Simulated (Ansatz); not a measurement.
An input meant for CrF₂ (charge 0, quintet; atoms displaced at random, 0.08 Å in each coordinate; with a point charge).

```yaml
crystal:
  periodic: [false, false, false]
  atoms:
    - {symbol: Cr, position_ang: [-0.216451, -0.249207, -0.076677]}
    - {symbol: F, position_ang: [0.148606, 0.145147, 1.680481]}
    - {symbol: F, position_ang: [0.080332, 0.102624, -1.755657]}
basis:
  gaussian: {orbitals: STO-3G, point_charges: [{charge: 1.00, position_ang: [3.423, -0.815, -0.280]}]}
magnetization: {spin_polarized: true, initial_magnetization: 4}
hamiltonian: {xc: {name: HF}}
correlation: {method: mp2, frozen_orbitals: {Cr: 0}}
output: {forces: true}
```

```sh
$ ansatz run in.yaml --threads 2 --pin off --events-out ev --progress --plain --max-ram 4352MiB
```

It prints (some lines left out):

```
Functional definition: HF
Error: "frozen_orbitals" has no count for F
```

(1) Something in this input is off. What?

Answers

(1) Frozen orbitals are typed for one element alone, and the program wants a count for each (the count typed has to fit that element's core, too). The program refused the input.
